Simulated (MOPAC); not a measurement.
Input file for MOPAC: PM6 on CH5BF3N (a complex).

```
PM6 1SCF PRECISE CHARGE=0 THREADS=1
CH5BF3N

F     -0.55505574 1    -1.01569417 1     0.57119223 1
B     -0.06718219 1     0.21498355 1     0.94590464 1
F     -0.79610066 1     1.27626708 1     0.45882683 1
F      1.29214650 1     0.34956323 1     0.78141550 1
C      0.38816788 1    -0.76914121 1     3.36725158 1
N     -0.31008966 1     0.28887187 1     2.59839302 1
H      1.45353446 1    -0.68458375 1     3.17108300 1
H      0.03912694 1    -1.73448011 1     3.01094032 1
H      0.19445082 1    -0.67100368 1     4.43434607 1
H     -0.00889674 1     1.21176270 1     2.90284009 1
H     -1.31442962 1     0.24194592 1     2.75407406 1
```

It printed:

```
*******************************************************************************
 **                                                                           **
 **                              MOPAC v23.2.5                                **
 **                                                                           **
 *******************************************************************************
 ** MOPAC's Digital Object Identifier: https://doi.org/10.5281/zenodo.6511958 **
 **                                                                           **
 ** Please cite the open-source release paper for use of this MOPAC version:  **
 ** J. E. Moussa and J. J. P. Stewart (2026)                                  **
 ** MOPAC: An open-source semiempirical molecular orbital program             **
 ** J. Open Source Softw., 11(119), 8025, https://doi.org/10.21105/joss.08025 **
 *******************************************************************************

                              PM6 CALCULATION RESULTS

 *******************************************************************************
 *  PM6        - The PM6 Hamiltonian to be used
 *
 *
 *
 *                 CHARGE ON SYSTEM = 0
 *
 *
 *
 *  PRECISE    - TIGHTER CRITERIA TO BE USED
 *  1SCF       - DO 1 SCF AND THEN STOP
 *  THREADS=1  - MULTI-THREADING NOT USED
 *  T=         - A TIME OF 172800.0 SECONDS REQUESTED
 *  DUMP=N     - RESTART FILE WRITTEN EVERY 7200.0 SECONDS REQUESTED
 *******************************************************************************
PM6 1SCF PRECISE CHARGE=0 THREADS=1
 CH5BF3N

   ATOM   CHEMICAL          X               Y               Z
  NUMBER   SYMBOL      (ANGSTROMS)     (ANGSTROMS)     (ANGSTROMS)

     1       F         -0.55505574  *  -1.01569417  *   0.57119223  *
     2       B         -0.06718219  *   0.21498355  *   0.94590464  *
     3       F         -0.79610066  *   1.27626708  *   0.45882683  *
     4       F          1.29214650  *   0.34956323  *   0.78141550  *
     5       C          0.38816788  *  -0.76914121  *   3.36725158  *
     6       N         -0.31008966  *   0.28887187  *   2.59839302  *
     7       H          1.45353446  *  -0.68458375  *   3.17108300  *
     8       H          0.03912694  *  -1.73448011  *   3.01094032  *
     9       H          0.19445082  *  -0.67100368  *   4.43434607  *
    10       H         -0.00889674  *   1.21176270  *   2.90284009  *
    11       H         -1.31442962  *   0.24194592  *   2.75407406  *



          CARTESIAN COORDINATES

    NO.       ATOM           X           Y           Z

     1         F         -0.5551     -1.0157      0.5712
     2         B         -0.0672      0.2150      0.9459
     3         F         -0.7961      1.2763      0.4588
     4         F          1.2921      0.3496      0.7814
     5         C          0.3882     -0.7691      3.3673
     6         N         -0.3101      0.2889      2.5984
     7         H          1.4535     -0.6846      3.1711
     8         H          0.0391     -1.7345      3.0109
     9         H          0.1945     -0.6710      4.4343
    10         H         -0.0089      1.2118      2.9028
    11         H         -1.3144      0.2419      2.7541

 General Reference for PM6:
 "Optimization of Parameters for Semiempirical Methods V: Modification of NDDO Approximations
 and Application to 70 Elements", J. J. P. Stewart, J. Mol. Mod., 13, 1173-1213 (2007)
 URL: https://link.springer.com/article/10.1007/s00894-007-0233-4

           Empirical Formula: C H5 N F3 B  =    11 atoms



      MOLECULAR POINT GROUP   :   Cs


      RHF CALCULATION, NO. OF DOUBLY OCCUPIED LEVELS = 19


 -------------------------------------------------------------------------------
 PM6 1SCF PRECISE CHARGE=0 THREADS=1
 CH5BF3N



     1SCF WAS SPECIFIED, SO BFGS WAS NOT USED
     SCF FIELD WAS ACHIEVED


                              PM6 CALCULATION
                                                       MOPAC v23.2.5 Linux




          FINAL HEAT OF FORMATION =       -298.02192 KCAL/MOL =   -1246.92370 KJ/MOL


          COSMO AREA              =        117.29 SQUARE ANGSTROMS
          COSMO VOLUME            =        104.20 CUBIC ANGSTROMS

          IONIZATION POTENTIAL    =         12.662587 EV
          HOMO LUMO ENERGIES (EV) =        -12.663  0.868
          NO. OF FILLED LEVELS    =         19
          MOLECULAR WEIGHT        =         98.8624         POINT GROUP:  Cs

          MOLECULAR DIMENSIONS (Angstroms)

            Atom       Atom       Distance
            H     9    F     3     4.53628
            H    11    F     4     3.04026
            H    10    F     1     3.00056


          SCF CALCULATIONS        =          1





   ATOM   CHEMICAL          X               Y               Z
  NUMBER   SYMBOL      (ANGSTROMS)     (ANGSTROMS)     (ANGSTROMS)

     1       F         -0.55505574  *  -1.01569417  *   0.57119223  *
     2       B         -0.06718219  *   0.21498355  *   0.94590464  *
     3       F         -0.79610066  *   1.27626708  *   0.45882683  *
     4       F          1.29214650  *   0.34956323  *   0.78141550  *
     5       C          0.38816788  *  -0.76914121  *   3.36725158  *
     6       N         -0.31008966  *   0.28887187  *   2.59839302  *
     7       H          1.45353446  *  -0.68458375  *   3.17108300  *
     8       H          0.03912694  *  -1.73448011  *   3.01094032  *
     9       H          0.19445082  *  -0.67100368  *   4.43434607  *
    10       H         -0.00889674  *   1.21176270  *   2.90284009  *
    11       H         -1.31442962  *   0.24194592  *   2.75407406  *

                             CARTESIAN COORDINATES

   1    F       -0.555055740    -1.015694170     0.571192230
   2    B       -0.067182190     0.214983550     0.945904640
   3    F       -0.796100660     1.276267080     0.458826830
   4    F        1.292146500     0.349563230     0.781415500
   5    C        0.388167880    -0.769141210     3.367251580
   6    N       -0.310089660     0.288871870     2.598393020
   7    H        1.453534460    -0.684583750     3.171083000
   8    H        0.039126940    -1.734480110     3.010940320
   9    H        0.194450820    -0.671003680     4.434346070
  10    H       -0.008896740     1.211762700     2.902840090
  11    H       -1.314429620     0.241945920     2.754074060


           Empirical Formula: C H5 N F3 B  =    11 atoms



      MOLECULAR POINT GROUP   :   Cs


                  EIGENVALUES
 -39.59704 -39.53083 -39.43365 -33.64199 -25.49544 -19.47067 -19.09268 -17.69470
 -16.91516 -16.12692 -15.96988 -15.15790 -14.60356 -14.57400 -14.54886 -14.41670
 -13.55394 -13.54241 -12.66259   0.86808   2.23140   3.58098   3.81021   4.11498
   4.33521   4.51758   4.87571   5.17600   5.18305


              NET ATOMIC CHARGES AND DIPOLE CONTRIBUTIONS

  ATOM NO.   TYPE          CHARGE      No. of ELECS.   s-Pop       p-Pop
    1          F          -0.336323        7.3363     1.95584     5.38049
    2          B           0.564288        2.4357     0.87723     1.55848
    3          F          -0.337483        7.3375     1.95612     5.38137
    4          F          -0.336300        7.3363     1.95583     5.38047
    5          C          -0.386703        4.3867     1.09379     3.29291
    6          N          -0.170946        5.1709     1.45768     3.71326
    7          H           0.194530        0.8055     0.80547
    8          H           0.194480        0.8055     0.80552
    9          H           0.158980        0.8410     0.84102
   10          H           0.227741        0.7723     0.77226
   11          H           0.227736        0.7723     0.77226
 DIPOLE           X         Y         Z       TOTAL
 POINT-CHG.    -0.453    -0.401     6.597     6.624
 HYBRID        -0.292     0.325     0.442     0.621
 SUM           -0.745    -0.075     7.038     7.078


          ATOMIC ORBITAL ELECTRON POPULATIONS

     Atom    s        px        py        pz
    1  F   1.95584   1.90330   1.55450   1.92269
    2  B   0.87723   0.54542   0.54572   0.46734
    3  F   1.95612   1.82426   1.66218   1.89493
    4  F   1.95583   1.46404   1.96381   1.95261
    5  C   1.09379   1.14898   1.05283   1.09111
    6  N   1.45768   1.18573   1.15278   1.37475
    7  H   0.80547
    8  H   0.80552
    9  H   0.84102
   10  H   0.77226
   11  H   0.77226

 **********************
 *                    *
 * JOB ENDED NORMALLY *
 *                    *
 **********************




 == MOPAC DONE ==
```

The run finished.

Cost: roughly 0.04 core-seconds.
